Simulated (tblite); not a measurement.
C8H7F.
Numbering: `[CH:1]#[C:2][C:3]#[C:4]/[C:5]([CH3:6])=[C:7](\[CH3:8])[F:9]` (hydrogens: H10 on C1; H11, H12, H13 on C6; H14, H15, H16 on C8)

Computed geometry: GFN2-xTB, gas phase.

Q: Give the optimised bond lengths and angles.

A: 
```tsv
bond	length (Å)
C1≡C2	1.206
C2–C3	1.355
C3≡C4	1.212
C4–C5	1.407
C5–C6	1.503
C5=C7	1.339
C7–C8	1.488
C7–F9	1.358
C1–H10	1.048
C6–H11, C6–H12, C6–H13	1.089
C8–H14, C8–H15, C8–H16	1.089
```

Bonds in one row agree within 0.01 Å and their mean is given. A selection of angles:
```tsv
angle	degrees
C1–C2–C3	179.6
C2–C3–C4	177.9
C3–C4–C5	176.5
C4–C5–C6	116.5
C4–C5–C7	119.9
C6–C5–C7	123.7
C5–C7–C8	128.1
C5–C7–F9	119.1
C8–C7–F9	112.9
```

Torsions: C4–C5–C7–C8 0° (synperiplanar).

The 7 C–C bonds span 1.206 Å (C1≡C2, drawn triple) to 1.503 Å (C5–C6, drawn single), a spread of 0.297 Å. The 9 heavy atoms lie in one plane (0.001 Å rms). Of the pairs four or more bonds apart, C4···H15 is among the closest relative to their van der Waals radii: 2.54 Å, 88 % of the sum of Bondi's values.

Point group: Cs (every atom within 0.08 Å of its image). Its GFN2-xTB frequencies are all real (lowest 66 cm⁻¹).

On one thread, Arm Neoverse V1 (aarch64), shared host, this took 0.18 s wall. These figures are those of the optimisation.
